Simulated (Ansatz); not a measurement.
Consider the formal exchange of groups at a C–In bond: `C[CH2][In]([OH])[Cl]` + `C#N` → `CCC#N` + `[OH][InH][Cl]`.

Calculated with Ansatz (gas phase, PBE0-D4/def2-TZVP geometries, no zero-point term in ΔE). CCSD(T)/CBS adds triple-zeta CCSD(T) − MP2 to the extrapolated MP2 energy (def2 sets, frozen cores). This one scheme is used for every species. DFT in def2-TZVPP. B3LYP here is the variant with VWN-RPA as its local correlation; programs differ in this. Elements past krypton have def2 core potentials. For In outer-core shells are correlated without core-valence functions, which leaves a few kJ/mol of doubt a bond. Each species was taken in one conformer, which may not be the lowest.

```tsv
level	ΔE (kJ/mol)	difference from CCSD(T)/CBS
r2SCAN-D4	-30.1	-15.4
B97M-V	-40.0	-25.3
ωB97M-V	-27.9	-13.2
B2PLYP	-24.7	-10.0
B3LYP	-31.1	-16.4
r2SCANh	-32.4	-17.7
CAM-B3LYP	-35.4	-20.7
MP2/def2-TZVPP	-13.5	1.2
CCSD/def2-TZVPP	-22.0	-7.3
HF/def2-QZVPP	-45.5	-30.8
CCSD(T)/CBS	-14.7	0
```

Largest T1 diagnostic among the species: 0.015.

In def2-TZVPP, CCSD(T) changes the Hartree–Fock value by +27.0 kJ/mol (the triples alone add +3.4 kJ/mol) and MP2 by +32.1 kJ/mol. Leaving LDA and LC-ωPBE aside and taking each functional with its dispersion term where it has one, the values, not all of them listed here, spread over 18.1 kJ/mol, from B97M-V to BLYP-D4. LDA lies −9.4 kJ/mol from PBE without D4. At CCSD(T), def2-SVP lies −12.6 kJ/mol from the extrapolated value and def2-TZVPP −3.9 kJ/mol.
